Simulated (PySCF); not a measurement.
Species: C$_{4}$H$_{12}$OSi, charge 0, multiplicity 1. 
Structure (B3LYP-D3(BJ)/def2-TZVP (Ansatz) minimum search):
```xyz
18

C     -0.8130    -1.0153     1.4460
Si    -0.0873    -0.3653    -0.1560
C     -1.4445     0.2949    -1.2686
C      0.8873    -1.7125    -1.0329
C      1.1154     1.0459     0.2453
O      0.3839     2.0838     0.9164
H     -0.0364    -1.4309     2.0922
H     -1.5484    -1.8012     1.2588
H     -1.3081    -0.2108     1.9931
H     -2.1874    -0.4753    -1.4885
H     -1.9553     1.1320    -0.7893
H     -1.0393     0.6498    -2.2190
H      0.2403    -2.5549    -1.2890
H      1.6940    -2.0960    -0.4038
H      1.3319    -1.3447    -1.9606
H      1.5714     1.4212    -0.6810
H      1.9334     0.6702     0.8751
H      0.9839     2.8066     1.1257
```

Dispersion corrections to the total energy (kcal/mol) from the dftd3 and dftd4 libraries through PySCF: D3(BJ) without and D4 with the three-body term, each with the damping fitted for the functional named.

```
functional  D3(BJ)      D4
----------  ------  ------
PW6B95       -4.98   -7.64
r2SCAN         [?]   -2.46
CAM-B3LYP    -7.65     [?]
B2GP-PLYP    -6.15   -3.94
B3LYP       -16.16  -14.40
BP86        -15.10  -12.26
BLYP        -19.67     [?]
```

Question: What belongs in the gaps?

Answer: 
- r2SCAN, D3(BJ): -2.88
- CAM-B3LYP, D4: -7.88
- BLYP, D4: -19.52
